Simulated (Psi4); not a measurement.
stibine (H$_{3}$Sb), singlet, geometry from GFN2-xTB (core potentials on Sb). Base run: HF/def2-SVP (Psi4).

The Psi4 input:
```
memory 2 GB

molecule {
0 1
  Sb   -0.00127204   -0.00020328    0.05505928
  H    -0.86470800   -1.02953603   -0.96029863
  H    -0.42963901    1.28781420   -0.94169143
  H     1.35922110   -0.24791083   -0.90603314
}

set basis def2-svp

energy('scf')
print_variables()
```

The base run was repeated with changes; each row names its change, and settings that it needs were set with it.

```tsv
change	E (Eh)	dipole (D)
base	-240.96751	0.35
functional = pw6b95	-242.16466	0.28
functional = m11	-241.86212	0.26
functional = bhhlyp	-241.94655	0.30
functional = m06	-242.08426	0.40
functional = pbe	-242.00183	0.17
functional = blyp	-241.95617	0.29
functional = m06-l	-242.18459	0.43
functional = svwn	-242.12695	0.00
functional = mn15	-241.44696	0.32
functional = tpssh	-241.94484	0.28
functional = b3lyp	-242.10363	0.29
functional = m06-2x	-241.91930	0.26
```

Absolute energies of different levels of theory aren't comparable as measures of quality.
